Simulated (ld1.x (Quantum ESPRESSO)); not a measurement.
## What one change does to a pseudopotential (hafnium (Hf), TM semilocal)

```
Element                 : hafnium
Generator               : ld1.x (Quantum ESPRESSO) 7.5
Type                    : norm-conserving Troullier–Martins (semilocal form)
Functional              : PBE
Relativity              : scalar-relativistic
Frozen core             : [Kr] 4d10 4f14 5s2
Valence charge          : 10
Reference configuration : 5p6 5d1 6s0 6p0 (charge +3)
Partial waves           : 6s (bound, empty): rc 2.50 bohr; 5d (bound): rc 2.15 bohr; 5p (bound): rc 1.50 bohr
Local potential         : the p channel
Core correction         : none
```

Change: wave 5d (bound): rc 2.15 bohr becomes 5d (bound): rc 2.86 bohr.

Cutoffs: the cutoffs (Ry, on a coarse ladder) from which the occupation-weighted sum of valence levels, in a spherical-Bessel basis at the reference potential, stays within 10 and 1 mRy of its value at 400 Ry; they do not see the model core or the augmentation charge, which bear on the density cutoff. Errors are all-electron minus pseudo energies relative to the spin-unpolarised reference configuration.

**Question.** Predict the effect on cutoff, ghosts and configuration errors.

**Answer.** The potential gets neither clearly harder nor softer (80 Ry and 100 Ry → 80 Ry and 100 Ry); the p channel sets the loose cutoff, while the largest relative change is in d, which becomes softer; of the 7 tests that both files solve, the error grows in 2 and shrinks in 0 by more than 15 % and 0.3 meV (median size 160.5 → 153.7 meV); neither file shows a bound ghost. A semilocal file is local in each channel, so a ghost entry of none says nothing of the separable form that plane-wave codes build from it.

| quantity | base | changed |
| --- | --- | --- |
| cutoff, loose | 80 Ry | 80 Ry |
| cutoff, tight | 100 Ry | 100 Ry |
| loose cutoff by channel (10 mRy a level) | d 21 Ry, p 40 Ry | d 18 Ry, p 40 Ry |
| bound ghosts | none | none |
| error for 5p6 5d2 6s2 6p0, meV [ΔE -43.95 eV] | +239 | +226 |
| error for 5p6 5d2 6s1 6p0, meV [ΔE -35.97 eV] | +128 | +126 |
| error for 5p6 5d2 6s0 6p0, meV [ΔE -21.79 eV] | +11 | +22 |
| error for 5p6 5d2.5 6s1.5 6p0, meV [ΔE -42.69 eV] | +210 | +199 |
| error for 5p5 5d2 6s2 6p0, meV [ΔE -2.93 eV] | -1.0 | -30 |
| error for 5p6 5d3 6s1 6p0, meV [ΔE -41.36 eV] | +174 | +164 |
| error for 5p6 5d1 6s2 6p0, meV [ΔE -37.45 eV] | +160 | +154 |
